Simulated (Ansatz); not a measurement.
Total energies of CH$_{4}$F$_{2}$Ge, SMILES `[CH3][GeH]([F])[F]`.

```json
{"atom": "C1", "x (Å)": "0.773", "y (Å)": "-0.213", "z (Å)": "-0.692"}
{"atom": "Ge2", "x (Å)": "-0.691", "y (Å)": "0.086", "z (Å)": "0.517"}
{"atom": "F3", "x (Å)": "-1.212", "y (Å)": "1.728", "z (Å)": "0.351"}
{"atom": "F4", "x (Å)": "-0.091", "y (Å)": "-0.010", "z (Å)": "2.138"}
{"atom": "H5", "x (Å)": "1.169", "y (Å)": "-1.220", "z (Å)": "-0.558"}
{"atom": "H6", "x (Å)": "0.438", "y (Å)": "-0.093", "z (Å)": "-1.723"}
{"atom": "H7", "x (Å)": "1.558", "y (Å)": "0.513", "z (Å)": "-0.483"}
{"atom": "H8", "x (Å)": "-1.944", "y (Å)": "-0.792", "z (Å)": "0.449"}
```

Charge 0, multiplicity 1. Correlated methods include outer-core shells of Ge, which these sets cover unevenly. Scalar relativity is left out up to krypton. The structure was optimised at the PBE0-D4/def2-TZVP level. Basis def2-TZVPP, Ansatz 0.2.0.

RPA on PBE orbitals: Hartree–Fock energy of these orbitals -2314.57560 Eh, correlation -1.44006 Eh (frozen core).

```json
{"functional": "LDA (SPW92)", "energy without D4 (Eh)": "-2312.57804", "D4 term (kJ/mol)": "–"}
{"functional": "revPBE", "energy without D4 (Eh)": "-2317.15267", "D4 term (kJ/mol)": "-36.8"}
{"functional": "BLYP", "energy without D4 (Eh)": "-2317.41358", "D4 term (kJ/mol)": "-26.5"}
{"functional": "B97M-V", "energy without D4 (Eh)": "-2316.94105", "D4 term (kJ/mol)": "–"}
{"functional": "PBE0", "energy without D4 (Eh)": "-2316.89492", "D4 term (kJ/mol)": "-10.0"}
{"functional": "B3LYP", "energy without D4 (Eh)": "-2317.44956", "D4 term (kJ/mol)": "-19.3"}
{"functional": "r2SCANh", "energy without D4 (Eh)": "-2317.26390", "D4 term (kJ/mol)": "-3.0"}
{"functional": "HSE06 (plane-wave form)", "energy without D4 (Eh)": "-2316.88485", "D4 term (kJ/mol)": "-9.3"}
{"functional": "BHLYP", "energy without D4 (Eh)": "-2317.28169", "D4 term (kJ/mol)": "-14.7"}
{"functional": "CAM-B3LYP", "energy without D4 (Eh)": "-2317.45493", "D4 term (kJ/mol)": "-10.0"}
{"functional": "LC-ωPBE", "energy without D4 (Eh)": "-2316.99926", "D4 term (kJ/mol)": "–"}
{"functional": "ωB97X-V", "energy without D4 (Eh)": "-2317.13133", "D4 term (kJ/mol)": "–"}
{"functional": "ωB97M-V", "energy without D4 (Eh)": "-2317.20771", "D4 term (kJ/mol)": "–"}
{"functional": "PBE-QIDH", "energy without D4 (Eh)": "-2316.54479", "D4 term (kJ/mol)": "–"}
```

(1) Give the same for PBE, r2SCAN, r2SCAN0, B2PLYP. (Estimate.)

B3LYP takes the VWN-RPA correlation (the form of Gaussian; ORCA's B3LYP/G). HSE06 is the plane-wave form, built on full-range PBE exchange. The double hybrids freeze the cores in their second-order part.

Results:

(1) Ansatz gave: 
```json
{"functional": "PBE", "energy without D4 (Eh)": "-2316.83294", "D4 term (kJ/mol)": "-11.9"}
{"functional": "r2SCAN", "energy without D4 (Eh)": "-2317.28442", "D4 term (kJ/mol)": "-2.8"}
{"functional": "r2SCAN0", "energy without D4 (Eh)": "-2317.23468", "D4 term (kJ/mol)": "-3.3"}
{"functional": "B2PLYP", "energy without D4 (Eh)": "-2316.89001", "D4 term (kJ/mol)": "–"}
```

LC-ωPBE has ω = 0.4 bohr⁻¹.
